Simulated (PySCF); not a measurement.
A PySCF script (with the pyscf-properties extension) for the NMR shieldings of SMILES CSc1ncccp1, C5H6NPS, on a PBE0-D3(BJ)/def2-SVP geometry:

```python
import basis_set_exchange as bse
import numpy as np
from pyscf import gto, dft
from pyscf.prop import nmr

atoms = """
C     2.708948   -0.956824   -0.236093
S     1.979069    0.315871   -1.278110
C     0.349227    0.413826   -0.620071
N     0.046590   -0.368410    0.400880
C    -1.158878   -0.363406    0.965462
C    -2.231356    0.435430    0.580624
C    -2.123858    1.333162   -0.479375
P    -0.709257    1.586568   -1.440592
H     2.718155   -0.641534    0.815396
H     3.736115   -1.089298   -0.601873
H     2.150646   -1.897846   -0.324595
H    -1.286022   -1.058784    1.803569
H    -3.173022    0.346466    1.128980
H    -3.001499    1.935728   -0.739389
"""
names = dict.fromkeys(["C", "S", "N", "P", "H"], "pcSseg-1")
basis = {el: gto.basis.parse(bse.get_basis(n, elements=[el], fmt="nwchem")) for el, n in names.items()}
mol = gto.M(atom=atoms, basis=basis, charge=0, verbose=0)
mf = dft.RKS(mol, xc="GGA_XC_KT2")
mf.grids.level = 2
mf.grids.alignment = dft.numint.BLKSIZE   # the property module wants whole blocks of grid points
mf.conv_tol = 1e-9
mf.kernel()

calc = nmr.RKS(mf)   # GIAO
sigma = calc.kernel()   # uncoupled for a functional without exact exchange
for i, s in enumerate(sigma):   # ppm
    print("%2d %-2s %9.2f" % (i, mol.atom_pure_symbol(i), np.trace(s) / 3))
```

**Question.** Give the expected output.

**Answer.** 
```
 0 C     165.65
 1 S     399.70
 2 C      -8.03
 3 N     -48.53
 4 C      43.01
 5 C      70.43
 6 C      22.77
 7 P     156.57
 8 H      28.56
 9 H      29.23
10 H      28.57
11 H      23.01
12 H      24.65
13 H      22.56
```

These numbers come from an equivalent density-fitted implementation of the same equations, which agrees with the script to about 0.01 ppm for H and up to a few tenths of a ppm for heavy atoms, so last digits may differ.

**Question.** Turn these shieldings into chemical shifts. Shifts are taken against calculated references (same method and geometry level): TMS for 13C (σref 183.22), 1H (σref 31.18); 33S (σref 518.69) vs CS2; 15N (σref 264.30) against NH3; 31P (σref 325.43) vs H3PO4.

**Answer.** Averaging equivalent atoms: C 2: 191.3; C 6: 160.5; C 4: 140.2; C 5: 112.8; C 0: 17.6; S 1: 119; N 3: 312.8; P 7: 168.9; H 13: 8.62; H 11: 8.17; H 12: 6.53; H 8/9/10: 2.39 ppm. Experimental scales use liquid or dissolved standards, which lie at an offset from isolated NH3 (liquid NH3: subtract about 20 ppm) and H3PO4. Unscaled 15N shifts of sp2 nitrogen come out 20 to 40 ppm too high even then.

Size and cost of the density-fitted run: 180 basis functions, 31 s wall time on 1 thread of an Arm Neoverse V2, shared host; peak memory 0.71 GiB.
